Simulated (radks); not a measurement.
Species: Tm III. Configuration: [Xe] 4f13. All-electron calculation, Dirac Kohn-Sham, BLYP, spin-unpolarised, spherical densities, finite nucleus; open shells fill j = l - 1/2 first; Fermi nuclear charge, rms radius 5.2256 fm. Program: a radial shooting solver on a logarithmic mesh with Libxc functionals.

Spin-orbit splittings of the eigenvalues, e(l+1/2) - e(l-1/2), with zeta = 2 splitting/(2l+1) and mean radii in bohr:

shell  occ.  splitting (eV)  zeta (eV)  <r> j=l-1/2  <r> j=l+1/2
2p        6           980.5      653.7      0.07007      0.07746
3p        6           207.0      138.0       0.2103       0.2241
3d       10           45.25      18.10       0.1973       0.2016
4p        6           46.75      31.17       0.5062       0.5382
4d       10           8.502      3.401       0.5653       0.5767
4f       13           1.199     0.3424       0.7908       0.8113
5p        6           5.760      3.840        1.388        1.501
